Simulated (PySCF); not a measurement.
## Fractional electron number in Ti (titanium, neutral)

The 4s beta orbital of [Ar] 3d2 4s2 is emptied in steps (occupation f), with all orbitals relaxed, ending at [Ar] 3d2 4s1. All numbers are calculated (PySCF 2.14, the non-relativistic Hamiltonian (point nucleus), in aug-cc-pVDZ (7s6p4d2f, 59 functions)). The exact energy is a straight line in f; departures are measured from the line between the end points of the same method.

```csv
f,BHandHLYP (eV),HSE06 (eV)
1,0.000,0.000
0.8,-0.223,-0.347
0.6,-0.340,-0.520
0.4,-0.347,-0.519
0.2,-0.236,-0.343
0,0.000,0.000
```

```
   method  E(f=0) − E(f=1) (eV)  −ε at f=1 (eV)  −ε at f=0.4 (eV)
BHandHLYP                 6.605           5.236             6.856
    HSE06                 6.523           4.351             6.958
```

Orbital energy along the path (eV):

```csv
f,BHandHLYP,HSE06
1,-5.236,-4.351
0.8,-5.751,-5.224
0.6,-6.289,-6.097
0.4,-6.856,-6.958
0.2,-7.466,-7.861
0,-8.000,-8.117
```

Reference removal energy between the ground levels: 6.828 eV (measured; NIST Atomic Spectra Database, ionization energies). The calculation has no spin-orbit coupling.
